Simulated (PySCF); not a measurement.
# Ir²⁺: excitation energy

Ir²⁺ [Xe] 4f14 5d7 (4F) → Ir²⁺ [Xe] 4f14 5d6 6p1 (high-spin determinant), as a difference of total energies. All numbers are calculated (PySCF 2.14, scalar relativity through the core potential, in aug-cc-pVDZ-PP with ECP60MDF (5s5p4d2f, 54 functions)). Correlated levels: valence: 5s2 5p6 frozen. The calculations carry no spin-orbit coupling.

| method | excitation energy (eV) |
| --- | --- |
| UHF | 8.685 |
| LDA | 9.229 |
| PBE | 9.219 |
| PBE0 | 9.319 |
| r2SCAN | 9.091 |
| B3LYP | 9.471 |
| CAM-B3LYP | 9.499 |
| PW91 | 9.234 |
| BHandHLYP | 9.578 |
| MP2 (valence) | 9.271 |
| SCS-MP2 (valence) | 9.619 |

Problem. How much does correlation contribute at MP2 (valence)?

Solution. 9.271 − (8.685) = 0.586 eV, measured against UHF.

The determinant of the upper state mixes LS terms, which raises its energy above the lowest term, most at the Hartree-Fock and MP2 levels.
